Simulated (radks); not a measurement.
Problem. The tin ion Sn3+, [Kr] 4d10 5s1. Calculated with a radial shooting solver on a logarithmic mesh with Libxc functionals: non-relativistic Kohn-Sham, r2SCAN, spin-polarised, spherical densities, point nucleus; meta-GGA in the generalised Kohn-Sham scheme. Every spin shell is full or empty, so the densities are truly spherical. Functionals are evaluated on that one density, not self-consistently. Rank these orbital-free kinetic functionals by their error against the exact value of the orbitals, and give that value: Thomas-Fermi, von Weizsacker, TF + vW/9, TF + vW/5, LC94, APBEK, revAPBEK, Perdew 92, Thakkar, Pearson, LKT, PG1, DePristo-Kress, Ernzerhof.

Solution. Exact: 6021.27 hartree. From best to worst, with 100 (|E| - |E exact|)/|E exact| (equal figures are ties): DePristo-Kress -0.07, LC94 +0.09, APBEK +0.14, revAPBEK +0.32, Ernzerhof -0.38, Thakkar -0.55, Perdew 92 -0.65, TF + vW/9 -0.66, Pearson -0.90, TF + vW/5 +3.04, Thomas-Fermi -5.28, PG1 +15.12, LKT +19.23, von Weizsacker -58.40.
